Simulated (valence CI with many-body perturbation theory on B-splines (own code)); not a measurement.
## Forbidden lines of Sm²¹⁺

Computed by configuration interaction combined with many-body perturbation theory (CI+MBPT): five valence electrons over a frozen Dirac-Fock core [Kr], radial functions for each j: 7 s, 7 p, 8 d, 6 f, 4 g, 1 h, with the one-electron correlation potential Σ1 (screened to all orders), the two-electron term Σ2, the three-electron term Σ3, Breit, model QED; selected single and double excitations, second order for the rest (own B-spline code, finite nucleus).

No measured spectrum was set against this ion. As an estimate, terms of the open shell hold to 2 to 4 % of their energy, and close levels can change places. Core correlation moves these levels by up to 12000 cm⁻¹, and in measured spectra 5 to 20 % of such shifts remained as error; rates that hang on mixing are uncertain with them. Among the levels kept, up to 270 cm⁻¹ of a level comes from second order outside the variational space, and about a tenth of that is noise between levels of different J, which matters for small intervals. Only levels of the ground parity were solved; by the run's estimate the other parity begins above the list, which can be wrong where configurations are misplaced.

Lines 1 to 50 of 120 in falling wavelength, among levels below 275500 cm⁻¹, chosen from the decays that carry over 1 % of a level's rate. Wavelengths and rates use the calculated energies, so an error of 2000 cm⁻¹ moves a line at 7216 Å by 14 % and its rate by three times that or more. Electric multipoles are in the length gauge, E1 and E2 with the static RPA response of the core. Weak lines are less certain than strong ones. Lines between different terms over intervals too small for the method are left out, as are lines whose strength nearly cancels. Branching is blank where the lifetime is uncertain.

Levels are named by their leading jj configuration (3d3/2^4 stands for four electrons in 3d with j = 3/2), which in mixed levels can hold well under half, so a name can repeat and another be missing. Letters in brackets count levels of one name in rising energy.

```csv
λ vac (Å),Upper,Lower,Type,A (s⁻¹),Branch %
21670,(4d3/2^3 4d5/2^2) J=11/2,(4d3/2^3 4d5/2^2) J=7/2 [a],E2,8.34e-08,
17750,(4d3/2^3 4d5/2^2) J=9/2,(4d3/2^3 4d5/2^2) J=11/2,M1,3.12e+00,12.8
9758,(4d3/2^3 4d5/2^2) J=9/2,(4d3/2^3 4d5/2^2) J=7/2 [a],M1,2.11e+01,86.8
8716,(4d3/2^2 4d5/2^3) J=13/2,(4d3/2^2 4d5/2^3) J=11/2,M1,1.15e+01,4.5
7341,(4d3/2^3 4d5/2^2) J=3/2 [b],(4d3/2^2 4d5/2^3) J=5/2 [a],M1,1.08e+01,1.3
7216,(4d3/2^3 4d5/2^2) J=1/2,(4d3/2^3 4d5/2^2) J=3/2 [a],M1,1.06e+02,99.7
6112,(4d3/2^2 4d5/2^3) J=7/2 [b],(4d3/2^2 4d5/2^3) J=5/2 [b],M1,2.17e+01,2.4
6023,(4d3/2^3 4d5/2^2) J=7/2 [b],(4d3/2^3 4d5/2^2) J=5/2,M1,6.73e+01,17.3
5750,(4d3/2^3 4d5/2^2) J=7/2 [b],(4d3/2^3 4d5/2^2) J=9/2,M1,4.68e+00,1.2
4508,(4d3/2^2 4d5/2^3) J=3/2 [a],(4d3/2^2 4d5/2^3) J=5/2 [a],M1,1.46e+02,2.8
4378,(4d3/2^2 4d5/2^3) J=9/2 [a],(4d3/2^3 4d5/2^2) J=7/2 [b],M1,1.24e+02,10.9
4320,(4d3/2^3 4d5/2^2) J=7/2 [a],(4d3/2^4 4d5/2) J=5/2 [b],M1,2.19e+02,34.0
4279,(4d3/2^2 4d5/2^3) J=9/2 [b],(4d3/2^2 4d5/2^3) J=9/2 [a],M1,7.28e+01,1.9
4232,(4d3/2^2 4d5/2^3) J=5/2 [c],(4d3/2^2 4d5/2^3) J=3/2 [a],M1,4.59e+01,1.2
3908,(4d3/2^3 4d5/2^2) J=3/2 [a],(4d3/2^4 4d5/2) J=5/2 [b],M1,1.20e+02,4.4
3737,(4d3/2^2 4d5/2^3) J=7/2 [b],(4d3/2^2 4d5/2^3) J=9/2 [a],M1,2.75e+01,3.1
3618,(4d3/2^3 4d5/2^2) J=7/2 [b],(4d3/2^3 4d5/2^2) J=7/2 [a],M1,1.50e+02,38.5
3462,(4d3/2 4d5/2^4) J=7/2 [a],(4d3/2^2 4d5/2^3) J=5/2 [c],M1,1.54e+02,2.7
3423,(4d3/2^2 4d5/2^3) J=9/2 [c],(4d3/2^2 4d5/2^3) J=7/2 [b],M1,7.34e+01,4.0
3239,(4d3/2^3 4d5/2^2) J=3/2 [b],(4d3/2^3 4d5/2^2) J=1/2,M1,4.29e+01,5.2
3210,(4d3/2^2 4d5/2^3) J=7/2 [a],(4d3/2^3 4d5/2^2) J=5/2,M1,2.24e+02,16.5
3192,(4d3/2^2 4d5/2^3) J=3/2 [b],(4d3/2^2 4d5/2^3) J=3/2 [a],M1,1.91e+02,12.6
3130,(4d3/2^2 4d5/2^3) J=7/2 [a],(4d3/2^3 4d5/2^2) J=9/2,M1,4.39e+02,32.3
3107,(4d3/2^2 4d5/2^3) J=5/2 [c],(4d3/2^3 4d5/2^2) J=3/2 [b],M1,3.32e+02,8.9
3068,(4d3/2^2 4d5/2^3) J=9/2 [c],(4d3/2^2 4d5/2^3) J=9/2 [b],M1,4.35e+02,23.6
3009,(4d3/2^2 4d5/2^3) J=5/2 [b],(4d3/2^3 4d5/2^2) J=7/2 [b],M1,1.85e+02,6.6
2980,(4d3/2^2 4d5/2^3) J=5/2 [a],(4d3/2^3 4d5/2^2) J=7/2 [a],M1,4.08e+02,11.7
2966,(4d3/2^2 4d5/2^3) J=1/2 [a],(4d3/2^3 4d5/2^2) J=1/2,M1,9.99e+02,47.6
2925,(4d3/2^3 4d5/2^2) J=5/2,(4d3/2^4 4d5/2) J=5/2 [b],M1,1.11e+03,85.1
2907,(4d3/2 4d5/2^4) J=7/2 [a],(4d3/2^2 4d5/2^3) J=9/2 [b],M1,2.37e+02,4.2
2892,(4d3/2^2 4d5/2^3) J=11/2,(4d3/2^3 4d5/2^2) J=9/2,M1,1.90e+02,15.6
2853,(4d3/2^2 4d5/2^3) J=7/2 [b],(4d3/2^2 4d5/2^3) J=7/2 [a],M1,2.10e+02,23.7
2767,(4d3/2^3 4d5/2^2) J=3/2 [b],(4d3/2^3 4d5/2^2) J=5/2,M1,1.31e+02,15.8
2747,(4d3/2 4d5/2^4) J=5/2 [a],(4d3/2^2 4d5/2^3) J=3/2 [a],M1,4.24e+02,5.2
2690,(4d3/2^2 4d5/2^3) J=5/2 [c],(4d3/2^2 4d5/2^3) J=7/2 [a],M1,3.32e+02,8.9
2647,(4d3/2^4 4d5/2) J=5/2 [b],(4d3/2^4 4d5/2) J=5/2 [a],M1,1.28e+03,100.0
2606,(4d3/2^2 4d5/2^3) J=1/2 [b],(4d3/2^2 4d5/2^3) J=3/2 [a],M1,2.75e+02,7.5
2536,(4d3/2^2 4d5/2^3) J=3/2 [a],(4d3/2^3 4d5/2^2) J=1/2,M1,1.26e+02,2.4
2487,(4d3/2^2 4d5/2^3) J=11/2,(4d3/2^3 4d5/2^2) J=11/2,M1,1.02e+03,84.4
2474,(4d3/2 4d5/2^4) J=11/2,(4d3/2^2 4d5/2^3) J=9/2 [b],M1,2.72e+02,5.0
2370,(4d3/2^2 4d5/2^3) J=7/2 [a],(4d3/2^3 4d5/2^2) J=7/2 [a],M1,4.11e+02,30.3
2237,(4d3/2^2 4d5/2^3) J=3/2 [a],(4d3/2^3 4d5/2^2) J=5/2,M1,2.33e+02,4.5
2235,(4d3/2^3 4d5/2^2) J=3/2 [b],(4d3/2^3 4d5/2^2) J=3/2 [a],M1,9.46e+01,11.4
2183,(4d3/2^2 4d5/2^3) J=5/2 [c],(4d3/2^2 4d5/2^3) J=5/2 [a],M1,3.18e+02,8.5
2180,(4d3/2^2 4d5/2^3) J=9/2 [a],(4d3/2^3 4d5/2^2) J=11/2,M1,4.27e+02,37.8
2164,(4d3/2^2 4d5/2^3) J=9/2 [b],(4d3/2^3 4d5/2^2) J=7/2 [b],M1,2.52e+02,6.6
2130,(4d3/2^2 4d5/2^3) J=1/2 [b],(4d3/2^3 4d5/2^2) J=3/2 [b],M1,4.77e+01,1.3
2111,(4d3/2 4d5/2^4) J=7/2 [a],(4d3/2^2 4d5/2^3) J=5/2 [b],M1,8.57e+02,15.2
2102,(4d3/2^2 4d5/2^3) J=1/2 [a],(4d3/2^3 4d5/2^2) J=3/2 [a],M1,1.10e+03,52.3
2016,(4d3/2^2 4d5/2^3) J=7/2 [b],(4d3/2^3 4d5/2^2) J=7/2 [b],M1,1.05e+02,11.8
```
